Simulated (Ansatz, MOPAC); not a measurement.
Molecule: InO₂, net charge 0, doublet state. SMILES: [O][In][O]

Atoms: In1, O2, O3. Bonds: In1-O2, In1-O3.

Bond lengths (Å) and angles (degrees) optimised at AM1 with MOPAC; MNDO with MOPAC; PBE/6-31G* with LANL2DZ past Ar with Ansatz (an electronic-structure program); B3LYP/LANL2DZ with Ansatz; B3LYP/6-31G* with LANL2DZ past Ar with Ansatz, each started from the B3LYP-D3(BJ)/def2-TZVP structure (Ansatz) of the last column. A row stands for all coordinates that are equal there. 6-31G* holds six Cartesian d functions. No wavenumbers were computed at AM1, MNDO, PBE/6-31G* with LANL2DZ past Ar, B3LYP/LANL2DZ, so these may be saddle points.

| coordinate | AM1 | MNDO | PBE/6-31G* with LANL2DZ past Ar | B3LYP/LANL2DZ | B3LYP/6-31G* with LANL2DZ past Ar | B3LYP-D3(BJ)/def2-TZVP |
|---|---|---|---|---|---|---|
| In1-O2 | 2.098 | 2.056 | 1.838 | 1.855 | 1.817 | 1.878 |
| O2-In1-O3 | 180.0 | 180.0 | 180.0 | 180.0 | 180.0 | 180.0 |

Mean signed difference of all 2 bond lengths from B3LYP-D3(BJ)/def2-TZVP: AM1 0.220 Å, MNDO 0.178 Å, PBE/6-31G* with LANL2DZ past Ar -0.040 Å, B3LYP/LANL2DZ -0.023 Å, B3LYP/6-31G* with LANL2DZ past Ar -0.061 Å.
